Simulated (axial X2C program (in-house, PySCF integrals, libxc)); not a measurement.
# HfCl⁻: from the spin-free to the two-component result

Calculated with an in-house relativistic program for diatomic molecules. Spin-free means the one-electron spin-free X2C Hamiltonian; two-component (2c) means X2C with spin–orbit coupling and atomic mean-field two-electron Coulomb and Gaunt terms, so the difference of the two also holds small scalar two-electron terms. Basis: Hf dyall-acv3z [14s15p10d7f4g], Cl dyall-av3z [9s8p3d2f] (cores contracted in-house); Gaussian nuclei, density fitting, unrestricted open shells. Masses: Hf 179.947 u, Cl 34.969 u.

Spin-free state: M_S = 1, Λ = 0 (beyond evenly filled blocks: δ+α, δ-α); fragments Hf + Cl-.

```
level  Re (Å)  ωe (cm⁻¹)  De (eV)  μ (D)
TPSSh   2.407      290.8    2.144   0.89
```

Dipoles are positive if Cl is the positive end and refer to the centre of mass.

Two-component determinant lowest at the distance of the search:

Ω = 2 (⟨Sz⟩ = -0.95, ⟨Lz⟩ = 2.95 at TPSSh); fragments Hf + Cl-.

```json
{"level": "TPSSh", "Re (Å)": "2.396", "ωe (cm⁻¹)": "286.9", "μ (D)": "1.24"}
```

**Question.** From the two tables, how do the constants change at the TPSSh level (2c against spin-free)?

**Answer.** At the TPSSh level Re goes down by 0.011 Å and ωe decreases by 3.9 cm⁻¹. The two determinants differ in configuration, so these shifts compare two states and are not the spin–orbit effect on one state.

The state is one determinant whose occupation by symmetry is held fixed; it was picked as the lowest of a PBE0 search that is not exhaustive. Dissociation energies refer to the lowest single-determinant-based atoms at the same level and basis. De is not given where an atomic determinant may have missed its ground term or J level, or where the truncated virtual space spoils (T). Density functionals use the spin component along the axis (collinear). PBE0 can misorder states that lie within some tenths of an eV, so this need not be the ground state of the molecule. The nearest other spin-free determinant of the search, M_S = 1, Λ = 3, lies 0.06 eV up at the distance of the search. The functionals have no current-density term, which raises determinants with orbital currents, atoms included. With several unpaired electrons one determinant need not be a pure state. A state of lower Ω lies just above, and one determinant can place such states too high, so the state shown need not be the lowest. The search has Ω = 1 only 0.09 eV up. The highest occupied level of some functionals is positive through self-interaction error; at Hartree–Fock it is bound. The determinant is spin-polarised beyond a pure state at some levels (its spin-free form has ⟨S²⟩ too high), which makes Re and μ there less reliable.
